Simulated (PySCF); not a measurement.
## Zn¹¹⁺: fine-structure interval

Zn¹¹⁺ [Ar] 3d1 [3d3/2^1, M_J = 3/2] → Zn¹¹⁺ [Ar] 3d1 [3d5/2^1, M_J = 5/2], as a difference of total energies. Computed with PySCF 2.14 in an uncontracted even-tempered set (17 s from 0.76 bohr⁻², ratio 2.8; 12 p from 0.98 bohr⁻², ratio 2.8; 8 d from 0.98 bohr⁻², ratio 2.8; 4 f from 2.9 bohr⁻², ratio 3), with the two-component X2C-1e Hamiltonian. Correlated levels: [Ne] frozen; the 76 highest virtual spinors dropped. "Screened" scales the spin-orbit matrix elements by Boettger's factors to mimic the two-electron term; Breit and QED terms are absent.

| method | fine-structure interval (cm⁻¹) |
| --- | --- |
| GHF (screened spin-orbit) | 5331.1 |
| GMP2 (screened spin-orbit) | 5079.5 |
| GHF (bare spin-orbit) | 7937.7 |
